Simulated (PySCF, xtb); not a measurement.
In(F)(Cl)(OH) (ClFHInO), SMILES [OH][In]([F])[Cl].

GFN2-xTB run with xtb at its own geometry gives an orbital gap of 3.10 eV and a dipole moment of 1.22 D.

Geometry: B3LYP-D3(BJ)/def2-SVP. The def2 effective core potentials stand for the cores of In; spin–orbit coupling is left out. Other conformers were not sampled.

Task: What does PySCF with B3LYP/def2-TZVPD give? (An estimate is asked for; the answer gives what the named calculation found.)

Result: gap 5.80 eV (levels -9.19 and -3.39 eV), dipole 1.34 D.
